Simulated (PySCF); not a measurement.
Molecule: Mo(F)6, SMILES [F][Mo]([F])([F])([F])([F])[F]. Atoms near the plane z = 0.6 Å, at the PBE0/def2-SVP optimised geometry (x, y, z in Å): Mo1 (0.0, 0.0, 0.0), F2 (1.8, 0.0, 0.0), F3 (-1.8, 0.0, 0.0), F4 (0.0, -1.4, 1.2), F5 (0.0, 1.2, 1.3).

Method: PBE0/def2-TZVP, def2 effective core potentials past Kr in PySCF. The core electrons that the potentials of Mo replace are not part of the density. The values are rescaled to run from 0 to 1.

```
|000000000000000000000000000|
|000000000000000000000000000|
|000000000000000000000000000|
|000000000000000000000000000|
|000000000011222110000000000|
|000000000123333321000000000|
|000000001234555432100000000|
|000000112345666543211000000|
|000012233456777654332210000|
|000123444457787754444321000|
|001234555567888765555432100|
|001346677667888766776643100|
|002356888778999877888653200|
|002457898778999877898754200|
|002356888778999877888653200|
|001346677667888766776643100|
|001234555567888765555432100|
|000123444567898765444321000|
|000012233457888754332210000|
|000000112356777654211000000|
|000000002345666543200000000|
|000000001234444432100000000|
|000000000122333221000000000|
|000000000001111100000000000|
|000000000000000000000000000|
|000000000000000000000000000|
|000000000000000000000000000|
```
Scale: ten equal steps from 0.000 (start of '0') to 1.00 (end of '9'), in the order '0123456789'; x runs from -4.00 to 4.00, y from -4.00 (bottom) to 4.00 (top).

**Question.** Which quantity is mapped?
A) deformation density (molecule minus spherical neutral atoms)
B) log10 of the electron density
C) Laplacian of the electron density
D) electrostatic potential

**Answer.** B, log10 of the electron density. In full: log10 of the electron density (e/bohr³), floored at −4.
